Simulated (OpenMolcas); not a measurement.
## Ionisation energies of phosphorus

```json
{"Program": "OpenMolcas", "Basis": "ANO-R3 [6s5p4d2f1g]", "Scalar Hamiltonian": "X2C, finite nucleus", "Spin-orbit coupling": "state interaction with AMFI integrals over the reference wave functions, term energies averaged over their components"}
```

Active shells in each charge state: the valence s, p shells, with orbitals averaged over the low states. Where CASPT2's correlated closed shells are named, they are those of the first ion.

A. CASSCF
B. SS-CASPT2, IPEA 0.25 Eh, imaginary shift 0.1 Eh (closed shells correlated: 2s 2p)
C. SS-CASPT2, IPEA 0 Eh, imaginary shift 0.1 Eh (closed shells correlated: 2s 2p)
D. SS-CASPT2, IPEA 0.25 Eh, imaginary shift 0.1 Eh (closed shells correlated: none)

Energies in eV between the lowest computed levels, named as in B; reference values from the NIST Atomic Spectra Database with their kind.

```tsv
From	To	A	B	C	D	Spin-orbit share in B	Reference
P+ 3s² 3p² ³P₀	P2+ 3s² 3p ²P°_1/2	18.764	19.564	19.688	19.506	-0.006	19.769 (semi-empirical)
P2+ 3s² 3p ²P°_1/2	P3+ 3s² ¹S₀	28.953	29.916	30.041	29.803	+0.041	30.203 (measured)
P3+ 3s² ¹S₀	P4+ 3s ²S_1/2	51.052	51.322	51.324	51.133	+0.000	51.444 (measured)
P4+ 3s ²S_1/2	P5+ 2p⁶ ¹S₀	64.572	64.940	64.946	64.572	+0.000	65.025 (measured)
```

Steps that some method lacks are left out, and so are those with a state whose active s or d shell is doubly occupied in every root (s and p with five to eight electrons, d10) over a frozen core shell of the same l, since the two then mix freely.

Error against the reference values, in %:

| From | Reference | A | B | C | D |
| --- | --- | --- | --- | --- | --- |
| P+ | semi-empirical | -5.1 | -1.0 | -0.4 | -1.3 |
| P2+ | measured | -4.1 | -1.0 | -0.5 | -1.3 |
| P3+ | measured | -0.8 | -0.2 | -0.2 | -0.6 |
| P4+ | measured | -0.7 | -0.1 | -0.1 | -0.7 |

Mean absolute error over the 3 measured values: A 0.70 eV, B 0.16 eV, C 0.12 eV, D 0.39 eV. C lies closest.

° marks odd parity.
